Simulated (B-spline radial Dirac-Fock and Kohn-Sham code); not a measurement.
**Two-hole binding energies of Pm³⁺**

System: the Pm³⁺ ion in the configuration [Xe] 4f4, inside a Watson sphere of charge -3 and radius 2.7 Å (a model of the Madelung potential; inside it an electron's potential energy is raised by 16.0 eV).

Model: relaxed Dirac-Fock hole states (ΔSCF) with Breit and QED corrections and a finite nucleus. Program: a B-spline atomic structure program. U is the two-hole binding energy less the two single-hole energies, the effective repulsion of the holes after relaxation. Each two-hole energy is an average over J within one jj subconfiguration.

```csv
holes,E(a) (eV),E(b) (eV),E(ab) (eV),U (eV)
1s⁻²,45205.0,45205.0,91460.1,1050.1
1s⁻¹ 3p3/2⁻¹,45205.0,1384.5,46673.2,83.8
2s⁻²,7456.2,7456.2,15084.1,171.7
2p1/2⁻¹ 2p3/2⁻¹,7036.4,6482.9,13710.0,190.7
2s⁻¹ 3p1/2⁻¹,7456.2,1497.8,9028.1,74.1
2p1/2⁻¹ 3s⁻¹,7036.4,1677.0,8785.0,71.6
2s⁻¹ 3d3/2⁻¹,7456.2,1076.5,8611.1,78.4
2s⁻¹ 3d5/2⁻¹,7456.2,1052.7,8585.6,76.7
2p3/2⁻¹ 3p1/2⁻¹,6482.9,1497.8,8057.0,76.4
2p3/2⁻¹ 3d5/2⁻¹,6482.9,1052.7,7611.7,76.1
3p1/2⁻¹ 3p3/2⁻¹,1497.8,1384.5,2934.6,52.4
3d3/2⁻¹ 3d5/2⁻¹,1076.5,1052.7,?,?
4d3/2⁻²,152.8,152.8,329.2,23.5
5p1/2⁻¹ 5p3/2⁻¹,40.85,37.13,91.20,13.2
```

Problem. Give the missing two-hole energy and U.

Solution. E(ab) = 2190.3 eV and U = 61.1 eV.

Values without a named source are computed, but for edge energies of neutral atoms, which are taken from tables.
